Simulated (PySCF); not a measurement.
# Distorted geometries of [Gd(BH4)2]+

[Gd(BH4)2]+ (singlet in the valence; each metal's 4f electrons, 7 of them, lie in its core potential, out of spins and levels; a saddle point, relaxed within its symmetry). PySCF 2.14.0, RKS PBE0, Gd lcecp-1-SVP with ECP53, B def2-SVP, H def2-SVP; non-relativistic Hamiltonian with scalar-relativistic core potentials where named; density fitting; no spin-orbit coupling. Relaxed geometry:

```xyz
11

Gd    0.0000    0.0000    0.0000
B     0.0000    0.0000    2.4356
H     0.0000    0.0000    3.6324
H     1.1536    0.0036    1.9067
H    -0.5799    0.9972    1.9067
H    -0.5736   -1.0008    1.9067
B     0.0000    0.0000   -2.4356
H     0.0000    0.0000   -3.6324
H     1.1536   -0.0036   -1.9067
H    -0.5799   -0.9972   -1.9067
H    -0.5736    1.0008   -1.9067
```

Task: Order these distorted geometries by energy above the relaxed one, lowest first.
A.
```xyz
11

Gd    0.0575    0.0382    0.0792
B    -0.0075    0.0795    2.4484
H    -0.0041    0.1050    3.7112
H     1.1802   -0.0038    1.8231
H    -0.5360    0.9424    1.9137
H    -0.5597   -1.0317    1.9112
B     0.0337   -0.0909   -2.4386
H     0.0112   -0.0146   -3.5929
H     1.1096   -0.0102   -1.9940
H    -0.7055   -0.9034   -1.8944
H    -0.5793    0.8893   -1.9668
```
B.
```xyz
11

Gd   -0.0225   -0.0101    0.0070
B     0.0109   -0.0094    2.4168
H     0.0030   -0.0216    3.6761
H     1.1653   -0.0085    1.9073
H    -0.5724    0.9626    1.8684
H    -0.5876   -0.9757    1.9201
B     0.0112    0.0068   -2.4635
H    -0.0042    0.0307   -3.6453
H     1.1198    0.0268   -1.9185
H    -0.5812   -0.9913   -1.8903
H    -0.5423    0.9897   -1.8780
```
C.
```xyz
11

Gd    0.0409    0.0181    0.0362
B     0.0206    0.0350    2.4734
H    -0.0039    0.0117    3.6647
H     1.1426   -0.0050    1.8835
H    -0.5993    0.9761    1.9397
H    -0.5646   -0.9960    1.8843
B     0.0466    0.0075   -2.4995
H    -0.0339   -0.0146   -3.6171
H     1.1497   -0.0307   -1.9205
H    -0.6062   -1.0199   -1.9283
H    -0.5923    1.0178   -1.9164
```

Result: B (0.10 eV), C (0.27 eV), A (0.72 eV).

Task: Which forces (eV/Å) act in the one that lies 0.10 eV up?

Result: 
```
Gd   0.15 -0.08 -0.59
B    0.10  0.15  1.78
H    0.00  0.10 -1.35
H    0.00 -0.03 -0.08
H   -0.06  0.30  0.18
H   -0.12 -0.45 -0.18
B   -0.63 -0.15  0.87
H   -0.02 -0.02 -0.35
H    0.64 -0.13  0.19
H    0.13  0.17 -0.30
H   -0.20  0.14 -0.16
```
Forces carry noise of the integration grid, about 0.01 to 0.03 eV/Å.

An lcecp potential fixes the number of 4f electrons, so in runs with it no electron can move into or out of that shell.
